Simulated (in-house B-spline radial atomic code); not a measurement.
Results of a calculation; reference values are marked as such.
# Weak and strong correlation along the adiabatic connection

Two-electron singlets in several external potentials (atomic units), by full CI in B-splines with partial waves to l = 8 (correlation energies up to 0.6 % small). The repulsion is scaled by λ at fixed density; W(λ) is the mean repulsion less the Hartree energy, W(0) = E_x, and the area under W from 0 to 1 is E_xc.

Relative drop (W(λ) − E_x)/E_x:

| system | λ = 0.12 | λ = 0.25 | λ = 0.4 | λ = 0.6 | λ = 0.8 | λ = 1 |
| --- | --- | --- | --- | --- | --- | --- |
| −Z/r, Z = 2, wall at 4 bohr | 0.0109 | 0.0220 | 0.0341 | 0.0492 | 0.0630 | 0.0759 |
| −Z/r, Z = 1.1 | 0.0280 | 0.0544 | 0.0807 | 0.1102 | 0.1348 | 0.1556 |
| ω²r²/2, ω = 0.228 | 0.0337 | 0.0645 | 0.0940 | 0.1257 | 0.1509 | 0.1714 |
| ω²r²/2 − Z/r, ω = 0.558, Z = 1 | 0.0142 | 0.0285 | 0.0437 | 0.0621 | 0.0786 | 0.0935 |
| −Z/r, Z = 0.557, wall at 3.26 bohr | 0.0200 | 0.0396 | 0.0597 | 0.0831 | 0.1033 | 0.1208 |
| ω²r²/2 − Z/r, ω = 4.85, Z = 0.5 | 0.0064 | 0.0132 | 0.0207 | 0.0303 | 0.0394 | 0.0481 |
| −Z/r, Z = 2.13, wall at 0.477 bohr | 0.0031 | 0.0064 | 0.0102 | 0.0150 | 0.0198 | 0.0245 |

Order the systems by how far second-order (GL2) theory, half the initial slope (estimated from the first points of each curve), overshoots the correlation energy, least first.
A. −Z/r, Z = 2.13, wall at 0.477 bohr
B. ω²r²/2 − Z/r, ω = 0.558, Z = 1
C. ω²r²/2 − Z/r, ω = 4.85, Z = 0.5
D. ω²r²/2, ω = 0.228
E. −Z/r, Z = 0.557, wall at 3.26 bohr
F. −Z/r, Z = 1.1
G. −Z/r, Z = 2, wall at 4 bohr

A (GL2/E_c = 1.04), C (GL2/E_c = 1.09), G (GL2/E_c = 1.15), B (GL2/E_c = 1.20), E (GL2/E_c = 1.29), F (GL2/E_c = 1.38), D (GL2/E_c = 1.49).

What else changes along this order?

The ratio follows the bend of the curve. With it the leading natural occupation goes from 1.999 to 1.902 and −T_c/E_c from 0.96 to 0.67 between the first and the last.
